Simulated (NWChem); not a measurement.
Species: Si₃H₆, singlet; SMILES [SiH3][Si][SiH3]

```xyz
9

Si     0.0000     0.0000     1.3049
Si    -1.6771     0.1369    -0.3807
H     -1.9345    -1.3272    -0.6259
H     -1.2797     0.7559    -1.6868
H     -2.9604     0.7572     0.0742
Si     1.6771    -0.1369    -0.3807
H      1.9345     1.3272    -0.6259
H      1.2797    -0.7559    -1.6868
H      2.9604    -0.7572     0.0742
```
Atoms are numbered in this order, from 1.

Level: PBE0/def2-SVP (NWChem), optimised geometry, unscaled harmonic frequencies. Low-valent species are run as closed-shell singlets; no triplet was tried in these runs.

### Question
List the harmonic frequencies with IR intensities, and the thermochemistry.

### Answer
```csv
frequency (cm⁻¹),IR intensity (km/mol)
110,1.2
112,0.1
155,0.0
275,35.5
328,4.5
427,3.0
429,11.2
490,8.2
562,1.3
830,295.8
858,121.4
894,72.1
906,9.0
941,34.8
943,78.9
2166,77.2
2166,6.0
2202,52.8
2204,90.1
2222,197.1
2224,20.3
```

The zero-point energy comes out as 30.6 kcal/mol, the thermal correction to the enthalpy at 298.15 K (with zero-point energy) is 35.7 kcal/mol and the heat capacity Cv comes out as 23.4 cal/(mol K). The entropy at 298.15 K and 1 atm (symmetry number 2) comes out as 80.2 cal/(mol K). The dipole moment is 0.06 D.

Rigid rotor and harmonic oscillator.
